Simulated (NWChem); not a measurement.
C₃H₅, doublet; SMILES C=[C]C

All runs: NWChem. Pople sets run with spherical d functions. Spin-unrestricted. Spin-contaminated determinants: UHF/6-31G* (<S²> = 0.95). Coordinates come from a PBE0/def2-SVP, spin-unrestricted optimisation. No stability test was run on the SCF state. B3LYP is NWChem's, with the RPA form of VWN correlation.

**Question.** Order these by “highest occupied level (eV)”, lowest first: PBE/6-31G*; B3LYP/6-31G*; LRC-wPBEh/6-31G*; UHF/6-31G*.

**Answer.** UHF/6-31G* (-10.01), LRC-wPBEh/6-31G* (-7.90), B3LYP/6-31G* (-5.66), PBE/6-31G* (-4.48)
